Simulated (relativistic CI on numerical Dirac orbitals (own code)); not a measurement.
**Electric-dipole transitions in Co IV**

Method of calculation: Dirac-Coulomb-Breit CI, KLI orbitals optimised for each configuration, a model potential for QED, valence Slater integrals scaled by 0.85, P86 correlation estimate, and configurations built on the next ion tied to the tabulated ionisation energy (semi-empirical) (own radial code, finite nucleus).

Configuration list (outside the closed core [Ne] 3s2): 3p6 3d6, 3p6 3d5 4s, 3p6 3d5 4p, 3p6 3d5 4d, 3p6 3d5 5s, 3p6 3d5 4f, 3p6 3d4 4s2, 3p5 3d7, 3p6 3d5 5p, 3p6 3d5 5d, 3p6 3d4 4s 4p, 3p6 3d5 5f, 3p6 3d5 5g, 3p6 3d4 4p2, 3p6 3d4 4s 4d, 3p4 3d8. Levels of other configurations are missing.

| λ vac (nm) | Lower | Upper | A (s⁻¹) | log gf | S velocity/length |
| --- | --- | --- | --- | --- | --- |
| 45.168 | 3p6 3d6 5D_4 [1] | 3p6 3d5 4p 5D°_4 [220] | 1.00e+09 | -0.56 | 0.99 |
| 45.199 | 3p6 3d6 5D_3 [2] | 3p6 3d5 4p 5D°_3 [224] | 3.83e+08 | -1.09 | 0.99 |
| 45.390 | 3p6 3d6 5D_4 [1] | 3p6 3d5 4p 5F°_5 [210] | 2.69e+08 | -1.04 | 1.06 |
| 45.591 | 3p6 3d6 5D_3 [2] | 3p6 3d5 4p 5F°_4 [207] | 3.92e+08 | -0.96 | 1.03 |
| 45.666 | 3p6 3d6 5D_2 [3] | 3p6 3d5 4p 5F°_3 [208] | 4.53e+08 | -1.00 | 1.02 |
| 48.765 | 3p6 3d6 5D_4 [1] | 3p6 3d5 4p 5D°_4 [149] | 1.70e+09 | -0.26 | 1.00 |
| 48.797 | 3p6 3d6 5D_4 [1] | 3p6 3d5 4p 5D°_3 [148] | 2.61e+08 | -1.19 | 1.05 |
| 48.912 | 3p6 3d6 5D_3 [2] | 3p6 3d5 4p 5D°_4 [149] | 3.37e+08 | -0.96 | 1.01 |
| 48.944 | 3p6 3d6 5D_3 [2] | 3p6 3d5 4p 5D°_3 [148] | 7.80e+08 | -0.71 | 0.99 |
| 48.971 | 3p6 3d6 5D_2 [3] | 3p6 3d5 4p 5D°_2 [150] | 4.71e+08 | -1.07 | 0.97 |
| 49.036 | 3p6 3d6 5D_1 [4] | 3p6 3d5 4p 5D°_2 [150] | 5.81e+08 | -0.98 | 0.98 |
| 49.045 | 3p6 3d6 5D_2 [3] | 3p6 3d5 4p 5D°_3 [148] | 4.78e+08 | -0.92 | 0.99 |
| 49.093 | 3p6 3d6 5D_4 [1] | 3p6 3d5 4p 5F°_5 [144] | 2.79e+08 | -0.96 | 0.85 |
| 49.886 | 3p6 3d6 5D_4 [1] | 3p6 3d5 4p 5P°_3 [134] | 2.34e+09 | -0.21 | 0.91 |
| 49.929 | 3p6 3d6 5D_3 [2] | 3p6 3d5 4p 5P°_2 [135] | 1.84e+09 | -0.46 | 0.92 |
| 49.988 | 3p6 3d6 5D_2 [3] | 3p6 3d5 4p 5P°_1 [136] | 1.20e+09 | -0.87 | 0.92 |
| 50.034 | 3p6 3d6 5D_2 [3] | 3p6 3d5 4p 5P°_2 [135] | 8.88e+08 | -0.78 | 0.92 |
| 50.040 | 3p6 3d6 5D_3 [2] | 3p6 3d5 4p 5P°_3 [134] | 5.04e+08 | -0.88 | 0.93 |
| 50.055 | 3p6 3d6 5D_1 [4] | 3p6 3d5 4p 5P°_1 [136] | 1.21e+09 | -0.87 | 0.92 |
| 50.330 | 3p6 3d6 5D_4 [1] | 3p6 3d5 4p 5D°_3 [125] | 2.61e+08 | -1.16 | 0.96 |
| 50.380 | 3p6 3d6 3P_2 [6] | 3p6 3d5 4p 3D°_3 [209] | 1.45e+09 | -0.41 | 0.92 |
| 50.559 | 3p6 3d6 3P_2 [6] | 3p6 3d5 4p 3D°_3 [201] | 7.04e+08 | -0.72 | 0.91 |
| 50.800 | 3p6 3d6 3P_2 [6] | 3p6 3d5 4p 5G°_2 [192] | 7.14e+08 | -0.86 | 0.90 |
| 50.839 | 3p6 3d6 3P_2 [6] | 3p6 3d5 4p 5G°_2 [190] | 1.03e+09 | -0.70 | 0.90 |
| 50.871 | 3p6 3d6 5D_4 [1] | 3p6 3d5 4p 5F°_4 [118] | 4.60e+08 | -0.79 | 1.00 |
| 50.951 | 3p6 3d6 5D_4 [1] | 3p6 3d5 4p 5F°_5 [117] | 2.31e+09 | -0.01 | 0.99 |
| 50.977 | 3p6 3d6 5D_3 [2] | 3p6 3d5 4p 5F°_3 [119] | 6.66e+08 | -0.74 | 1.01 |
| 51.032 | 3p6 3d6 5D_3 [2] | 3p6 3d5 4p 5F°_4 [118] | 1.74e+09 | -0.21 | 0.99 |
| 51.040 | 3p6 3d6 5D_2 [3] | 3p6 3d5 4p 5F°_2 [120] | 8.05e+08 | -0.80 | 1.01 |
| 51.069 | 3p6 3d6 5D_1 [4] | 3p6 3d5 4p 5F°_1 [121] | 9.47e+08 | -0.95 | 1.00 |
| 51.086 | 3p6 3d6 5D_2 [3] | 3p6 3d5 4p 5F°_3 [119] | 1.34e+09 | -0.44 | 0.99 |
| 51.103 | 3p6 3d6 5D_0 [5] | 3p6 3d5 4p 5F°_1 [121] | 9.24e+08 | -0.96 | 0.99 |
| 51.110 | 3p6 3d6 5D_1 [4] | 3p6 3d5 4p 5F°_2 [120] | 1.07e+09 | -0.68 | 0.99 |
| 51.719 | 3p6 3d6 1I_6 [22] | 3p6 3d5 4p 1H°_5 [257] | 3.22e+09 | 0.15 | 0.87 |
| 52.797 | 3p6 3d6 3H_6 [8] | 3p6 3d5 4p 3H°_6 [178] | 2.24e+09 | 0.08 | 0.94 |
| 52.903 | 3p6 3d6 3P_2 [6] | 3p6 3d5 4p 3S°_1 [171] | 2.63e+09 | -0.48 | 0.81 |
| 55.041 | 3p6 3d6 1I_6 [22] | 3p6 3d5 4p 1I°_6 [188] | 2.80e+09 | 0.22 | 0.89 |
| 55.328 | 3p6 3d6 3P_2 [6] | 3p6 3d5 4p 3P°_2 [137] | 1.06e+09 | -0.61 | 0.89 |
| 55.511 | 3p6 3d6 3H_6 [8] | 3p6 3d5 4p 3G°_5 [146] | 2.02e+09 | 0.01 | 0.84 |
| 59.679 | 3p6 3d6 5D_4 [1] | 3p6 3d5 4p 5P°_3 [93] | 1.77e+09 | -0.18 | 0.82 |
| 59.761 | 3p6 3d6 5D_3 [2] | 3p6 3d5 4p 5P°_2 [94] | 1.26e+09 | -0.47 | 0.82 |
| 59.825 | 3p6 3d6 5D_2 [3] | 3p6 3d5 4p 5P°_1 [95] | 7.78e+08 | -0.90 | 0.82 |
| 59.900 | 3p6 3d6 5D_3 [2] | 3p6 3d5 4p 5P°_3 [93] | 4.52e+08 | -0.77 | 0.82 |
| 59.912 | 3p6 3d6 5D_2 [3] | 3p6 3d5 4p 5P°_2 [94] | 7.80e+08 | -0.68 | 0.82 |
| 59.922 | 3p6 3d6 5D_1 [4] | 3p6 3d5 4p 5P°_1 [95] | 9.96e+08 | -0.79 | 0.82 |

Terms are leading LS components. Brackets give the number of a level in order of energy, since labels repeat. The list gives strong lines, with weight on those to low levels, without configurations that were not tied to measured data, among the lowest 300 of 4183 levels, so that lines to higher ones, which can be the strongest, are missing, and without lines across small gaps between configurations, and without 145 lines that miss the measured interval by over 3.5 %, start from a term whose rates miss tabulated ones by over 60 %, have gauges far apart or, lacking measured levels, span too small a gap for the errors found; lines with a level outside our table were not tested and can miss by more. Levels whose partners in the same complex of configurations lie outside the list can be far off, and so can their lines. Rates are taken at the computed energies, electric ones in the length gauge. A velocity-to-length ratio far from 1 marks an uncertain rate.

Configurations that consist of the next ion and one excited electron were tied to the tabulated ionisation energy; Rydberg ones are usually within 1,000 to 3,000 cm⁻¹ and the lowest ones within about 6,000 (9,000 in d shells), while levels on excited terms of the next ion carry the error of that term, and the other configurations can be misplaced by 10,000 cm⁻¹ or more. Rates follow the energies as ν³ (E1, M1) or ν⁵ (E2), so rates, branching and lifetimes can be off by large factors. The fine structure of a lone outer electron comes out too small, for d and f at times inverted, and misplaced configurations move strength between like terms. 41 of the 41 excited levels that our extract of the measured tables holds in this range could be paired (the sources list more); they are missed by 1871 cm⁻¹ on average and 4597 at most, and levels without a partner can miss by more. Some levels of the ground configuration have no partner and can miss by 10 % or more.
